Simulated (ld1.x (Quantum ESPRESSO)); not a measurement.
# What the settings do to the ultrasoft potential of europium

Base potential:

* Element: europium (Eu)
* Generator: ld1.x (Quantum ESPRESSO) 7.5
* Type: ultrasoft
* Functional: PBE
* Relativity: fully relativistic
* Frozen core: [Kr] 4d10
* Valence charge: 17
* Reference configuration: 4f7 5s2 5p6 5d0 6s0 6p0 (charge +2)
* Partial waves: 5s (bound): rcut 1.75, rcutus 2.05 bohr; 6s (bound, empty): rcut 1.75, rcutus 2.05 bohr; 5p (bound): rcut 2.05, rcutus 2.35 bohr; 6p (bound, empty): rcut 2.05, rcutus 2.35 bohr; 5d (bound, empty): rcut 2.55, rcutus 3.55 bohr; 5d channel at 0.7 Ry: rcut 2.55, rcutus 3.55 bohr; 4f (bound): rcut 1.30, rcutus 1.60 bohr; 4f channel at 0.85 Ry: rcut 1.30, rcutus 1.60 bohr
* Local potential: all-electron potential smoothed inside 1.45 bohr (lloc = -2)
* Core correction: none
* Augmentation charge: PSQ, radius 1.35 bohr

Open shells are filled in proportion to 2j + 1 (rel_dist='average').

All-electron outer shells of the reference configuration (PBE, scalar-relativistic, ld1.x):

| shell | level (eV) | outermost node (bohr) | outermost maximum (bohr) |
| --- | --- | --- | --- |
| 4p | -271.72 | 0.30 | 0.55 |
| 4d | -148.25 | 0.27 | 0.57 |
| 5s | -58.23 | 0.67 | 1.23 |
| 5p | -37.27 | 0.72 | 1.41 |
| 4f | -16.15 | – | 0.60 |
| 6s | -13.97 | 1.64 | 3.18 |
| 5d | -13.62 | 0.81 | 2.00 |
| 6p | -9.89 | 1.95 | 3.88 |

Cutoffs, loose and tight: the cutoffs (Ry, on a coarse ladder) from which the occupation-weighted sum of valence levels, in a spherical-Bessel basis at the reference potential, stays within 10 and 1 mRy of its value at 400 Ry. They do not see the model core or the augmentation charge, which bear on the density cutoff. Test errors are all-electron minus pseudo excitation energies from the reference, over the configurations 4f7 5s2 5p6 5d0 6s2 6p0; 4f7 5s2 5p6 5d0 6s1 6p0; 4f6 5s2 5p6 5d0 6s0 6p0; 4f7 5s2 5p6 5d0 6s1 6p1; 4f6 5s2 5p6 5d1 6s2 6p0; 4f8 5s2 5p6 5d0 6s0 6p0; 4f7 5s1 5p6 5d0 6s2 6p0. A dash means not determined; rows that change the core or the reference have their own tests. The largest error is taken over the tests solved by every variant that gives reliable tests at all: 4f6 5s2 5p6 5d0 6s0 6p0; 4f7 5s2 5p6 5d0 6s1 6p0; 4f7 5s2 5p6 5d0 6s1 6p1; 4f7 5s2 5p6 5d0 6s2 6p0.

Cutoffs are not given where the Bessel-basis levels miss the radial ones by over 6 mRy, ghosts where they miss by over 20 mRy; a channel whose overlap is not positive is not tested.

A file whose overlap is not positive is unfit for use, and its test errors describe a broken file.

| change | outcome | cutoff, loose | cutoff, tight | bound ghosts | largest test error (meV) |
| --- | --- | --- | --- | --- | --- |
| base | generated | 55 Ry | 90 Ry | none | +160 |
| waves 5d (bound): rcut 2.14, rcutus 2.26 bohr; 5d channel at 0.7 Ry: rcut 2.14, rcutus 2.26 bohr | generated | – | – | none | +160 |
| waves 5d (bound): rcut 2.52, rcutus 2.68 bohr; 5d channel at 0.7 Ry: rcut 2.52, rcutus 2.68 bohr | generated | – | – | none | +160 |
| waves 5d (bound): rcut 2.55, rcutus 3.10 bohr; 5d channel at 0.7 Ry: rcut 2.55, rcutus 3.10 bohr | generated, overlap not positive | – | – | not determined (overlap not positive) | +160 |
| waves 5d (bound): rcut 2.55, rcutus 3.38 bohr; 5d channel at 0.7 Ry: rcut 2.55, rcutus 3.38 bohr | generated | 55 Ry | 90 Ry | none | +160 |
| waves 5d (bound): rcut 2.55, rcutus 3.80 bohr; 5d channel at 0.7 Ry: rcut 2.55, rcutus 3.80 bohr | generated | 55 Ry | 90 Ry | none | +160 |
| waves 5d (bound): rcut 2.55, rcutus 4.30 bohr; 5d channel at 0.7 Ry: rcut 2.55, rcutus 4.30 bohr | generated | 55 Ry | 90 Ry | none | +160 |
| waves 5d (bound): rcut 2.55, rcutus 4.68 bohr; 5d channel at 0.7 Ry: rcut 2.55, rcutus 4.68 bohr | generated | 55 Ry | 90 Ry | none | +160 |
| waves 5d (bound): rcut 2.55, rcutus 4.92 bohr; 5d channel at 0.7 Ry: rcut 2.55, rcutus 4.92 bohr | generated | 55 Ry | 90 Ry | none | +160 |
| waves 5d (bound): rcut 2.55, rcutus 5.36 bohr; 5d channel at 0.7 Ry: rcut 2.55, rcutus 5.36 bohr | generated | 55 Ry | 90 Ry | none | +160 |

Reading the sweep of the d radius (base included, trends over the rows without a ghost): The loose cutoff stays near 55 Ry.
